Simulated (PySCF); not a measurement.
## Electron correlation in Co(3+) (cobalt, charge +3)

[Ar] 3d6, high-spin 5D determinant. Computed with PySCF 2.14 in def2-QZVPPD, with the non-relativistic Hamiltonian (point nucleus). Frozen: [Ar]; 6 electrons correlated.

```tsv
level	correlation energy (mhartree)
CCSD	-124.06
(T)	-1.36
CCSD(T)	-125.42
```

Diagnostics: T1 = 0.0030, D1 = 0.0049, largest double amplitude 0.013.

Cost of the coupled-cluster step: of the order of 60 core-seconds, for 6 correlated electrons.

Iterations:

```
CC2 = 0
CCSD nocc = (np.int64(5), np.int64(1)), nmo = (91, 91)
frozen orbitals [[0, 1, 2, 3, 4, 5, 6, 7, 8], [0, 1, 2, 3, 4, 5, 6, 7, 8]]
max_cycle = 100
direct = 0
conv_tol = 1e-08
conv_tol_normt = 1e-06
diis_space = 8
diis_start_cycle = 0
Init t2, MP2 energy = -0.12076091076019
Init E_corr(UCCSD) = -0.120760910760706
cycle = 1  E_corr(UCCSD) = -0.123500414222337  dE = -0.00273950346  norm(t1,t2) = 0.011345
cycle = 2  E_corr(UCCSD) = -0.123904981454587  dE = -0.000404567232  norm(t1,t2) = 0.00334081
cycle = 3  E_corr(UCCSD) = -0.124047683387249  dE = -0.000142701933  norm(t1,t2) = 0.00169433
cycle = 4  E_corr(UCCSD) = -0.124060353644313  dE = -1.26702571e-05  norm(t1,t2) = 0.000428874
cycle = 5  E_corr(UCCSD) = -0.124056990722002  dE = 3.36292231e-06  norm(t1,t2) = 0.000164914
cycle = 6  E_corr(UCCSD) = -0.124058067627296  dE = -1.07690529e-06  norm(t1,t2) = 4.84851e-05
cycle = 7  E_corr(UCCSD) = -0.124057838533474  dE = 2.29093822e-07  norm(t1,t2) = 1.2994e-05
cycle = 8  E_corr(UCCSD) = -0.124057767273903  dE = 7.12595711e-08  norm(t1,t2) = 5.49715e-06
cycle = 9  E_corr(UCCSD) = -0.12405781934656  dE = -5.2072657e-08  norm(t1,t2) = 1.37989e-06
cycle = 10  E_corr(UCCSD) = -0.124057817630605  dE = 1.71595556e-09  norm(t1,t2) = 4.08504e-07
UCCSD converged
E(UCCSD) = -1379.579491137538  E_corr = -0.1240578176306046
UCCSD(T) correction = -0.00136480972651157
```
